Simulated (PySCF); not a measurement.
Write a Z-matrix for `N[SiH2]S[SiH2]P` as optimised with PBE0-D3(BJ)/def2-SVP.

Z-matrix in Å and degrees, rows numbered from 1:
```
N 
Si  1  1.7239
S   2  2.1519  1  112.25
Si  3  2.1555  2   98.98  1    56.03
P   4  2.2584  3  115.73  2   -85.69
H   1  1.0124  2  121.08  3  -134.50
H   1  1.0131  2  122.60  3    69.21
H   2  1.4930  1  115.00  3  -116.76
H   2  1.4914  1  105.21  3   121.33
H   4  1.4917  3  105.90  2   154.14
H   4  1.4953  3  109.53  2    36.16
H   5  1.4278  4   91.46  3    52.12
H   5  1.4286  4   93.19  3   -41.70
```

Si4 (SiH2 silicon) is distorted tetrahedral (angles from 105.9° to 115.7°). P5 (three-coordinate phosphorus) is pyramidal (angles 93.7°, 93.2° and 91.5°, sum 278.4°, 0.88 Å off the plane of its three neighbours). Of the pairs four or more bonds apart, N1···H12 is among the closest relative to their van der Waals radii: 2.71 Å, 98 % of the sum of Bondi's values. N1 (silicon-bound nitrogen) is almost planar (angles 122.6°, 121.1° and 112.5°, sum 356.2°, 0.13 Å off the plane of its three neighbours).

Computed with PySCF 2.14.0, PBE0-D3(BJ)/def2-SVP geometry optimisation, gas phase.

Point group: C1 (no symmetry element, even within 0.4 Å). Not checked by PBE0-D3(BJ)/def2-SVP frequencies. The numbers are those of one conformer (H–N1–Si2–S3 -135° and 69°, N1–Si2–S3–Si4 56°, Si2–S3–Si4–P5 -86°, S3–Si4–P5–H 52° and -42°).
